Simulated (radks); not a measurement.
Results of a calculation; reference values are marked as such.
Problem. These are the eigenvalues of the occupied orbitals of an atom or ion with whole-number occupations (hartree). Code: a radial shooting solver on a logarithmic mesh with Libxc functionals. Model: Dirac Kohn-Sham, BLYP, spin-unpolarised, spherical densities, finite nucleus; Fermi nuclear charge, rms radius of each element as measured or else 0.836 A^(1/3) + 0.57 fm.

orbital  eigenvalue
1s1/2     -931.2759
2s1/2     -137.7960
2p1/2     -128.1281
2p3/2     -121.6816
3s1/2     -25.93396
3p1/2     -22.08754
3p3/2     -20.95007
3d3/2     -14.13543
3d5/2     -13.90632
4s1/2      -4.31455
4p1/2      -3.09998
4p3/2      -2.91018
4d3/2      -1.07104
4d5/2      -1.04835

Which element is it, and in what charge state? The configuration may be excited. Open shells, if any, fill j = l - 1/2 first.

Solution. Z = 47, silver, charge +2: Ag2+ in [Kr] 4d9. The list shows which subshells hold electrons but not how many an open one holds; the 1s level, -931.28 hartree, gives Z - s = 43.2 by -(Z - s)^2/2, which with screening and relativity narrows Z to a few neighbours, and the depths of the outer levels then fix element, charge and occupations together.
